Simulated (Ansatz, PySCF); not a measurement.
Species: GeH₂, net charge 0, singlet state. SMILES: [GeH2]
Coordinates optimised at B3LYP-D3(BJ)/def2-TZVP (Ansatz, an electronic-structure program):
```
Ge
H 1 1.5993
H 1 1.5993 2 90.65
```
Charge 0, spin multiplicity 1.

Wanted: atomisation energy, in kcal/mol. Terms: no spin-orbit coupling; non-relativistic; dispersion terms only where a functional's name holds one; atomisation electronic, to ground-state atoms; UHF or UKS for open shells. First-principles rows: single points at B3LYP-D3(BJ) geometries (Ansatz).

```tsv
species	coefficient	E at BP86/def2-SVP (PySCF), Eh	E at B3LYP/def2-TZVPD (Ansatz), Eh
[GeH2] (GeH2)	-1	-2078.14926	-2078.19723
Ge atom	+1	-2076.92051	-2076.96538
H atom	+2	-0.49913	-0.50215
```

 1 Eh = 627.5095 kcal/mol.

Q: Work the quantity out at each level.

A: 
- BP86/def2-SVP: the sum of coefficient times E is 0.23049 Eh, or 144.63 kcal/mol. Result: 144.6 kcal/mol.
- B3LYP/def2-TZVPD: the sum of coefficient times E is 0.22755 Eh, or 142.79 kcal/mol. Result: 142.8 kcal/mol.
